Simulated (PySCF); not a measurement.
C₂H₆ClNSe. Atoms are numbered in the order given.

```xyz
11

Se     0.8178     0.3353     0.0000
Cl    -0.9782     1.7502     0.0000
N      0.0625    -1.2931     0.0000
C     -0.5893    -1.7423    -1.2247
C     -0.5893    -1.7423     1.2247
H     -1.5976    -1.3000    -1.3368
H     -0.6896    -2.8399    -1.2024
H      0.0158    -1.4584    -2.0954
H     -0.6896    -2.8399     1.2024
H     -1.5976    -1.3000     1.3368
H      0.0158    -1.4584     2.0954
```

Geometry optimised at B3LYP-D3(BJ)/def2-SVP. The values are those of a single conformer.

These are B3LYP-D3(BJ)/def2-SVP in PySCF values and carry that method's errors.

Frequencies are harmonic and unscaled.

```tsv
mode	ν (cm⁻¹)	IR (km/mol)	Raman (Å⁴/amu)	depolarisation	moving atoms (share of kinetic energy)
1	98	6.1	5.6	0.56	Cl 39 %, C 26 %, H 23 %, Se 11 %
2	100	0.7	2.0	0.75	C 48 %, H 24 %, Cl 20 %, Se 8 %
3	196	0.1	0.1	0.75	H 98 %
4	217	0.5	0.4	0.66	H 83 %
5	326	56.0	15.3	0.24	Cl 62 %, Se 34 %
6	340	0.0	0.8	0.75	C 45 %, H 25 %, N 18 %, Se 11 %
7	347	8.6	2.4	0.38	N 58 %, H 24 %, C 11 %
8	364	1.1	3.3	0.28	C 40 %, H 33 %, Se 23 %
9	605	18.5	13.1	0.09	C 36 %, N 30 %, H 20 %, Se 14 %
10	982	56.3	10.3	0.64	C 39 %, N 31 %, H 29 %
11	1053	7.7	2.1	0.75	H 62 %, C 29 %, N 10 %
12	1102	0.5	1.6	0.75	H 80 %, C 19 %
13	1151	8.8	4.1	0.74	H 69 %, C 19 %, N 11 %
14	1231	27.0	2.0	0.75	N 52 %, C 27 %, H 21 %
15	1261	1.7	4.1	0.39	H 46 %, N 30 %, C 24 %
16	1419	0.1	10.9	0.75	H 86 %, C 13 %
17	1444	5.4	2.8	0.59	H 85 %, C 14 %
18	1448	5.9	16.9	0.75	H 96 %
19	1463	29.0	10.1	0.70	H 95 %
20	1468	5.9	5.9	0.75	H 96 %
21	1484	6.9	20.5	0.67	H 96 %
22	2994	25.2	18.5	0.75	H 96 %
23	2999	54.9	221.9	0.01	H 96 %
24	3079	1.0	17.0	0.75	H 91 %, C 9 %
25	3080	48.1	211.0	0.41	H 91 %, C 9 %
26	3147	5.0	44.6	0.75	H 91 %, C 9 %
27	3149	7.0	81.5	0.70	H 91 %, C 9 %
```
